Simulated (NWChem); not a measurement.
## Total energies of OP

```xyz
2

P      0.0000     0.0000     0.5214
O      0.0000     0.0000    -0.9777
```
Charge 0, spin multiplicity 2.

The numbers come from NWChem runs, not from measurements. All single points use one geometry, from UB3LYP/def2-SVP, a minimum by its harmonic frequencies.

Basis set: 6-31G* (32 functions).

```json
[
 {"method": "UHF", "total energy (Ha)": "-415.54492"},
 {"method": "UMP2", "total energy (Ha)": "-415.80283"},
 {"method": "UB2PLYP", "total energy (Ha)": "-416.32214"},
 {"method": "UPBE", "total energy (Ha)": "-416.27881"},
 {"method": "UB3LYP", "total energy (Ha)": "-416.52661"},
 {"method": "UPBE0", "total energy (Ha)": "-416.29850"}
]
```

Total energies of different functionals aren't comparable as a measure of quality: only differences taken within one method are. 

The correlated methods keep 6 core orbitals frozen. B3LYP has NWChem's definition, with VWN1-RPA local correlation. The Pople sets run with spherical d functions. The structure started from a generated list of species. The unpaired electrons of the parent sit in orbitals of symmetry b2 (C2v labels of the run); other states weren't searched. No SCF solution was tested for a lower state. Open-shell Hartree-Fock references start from PBE0 orbitals.
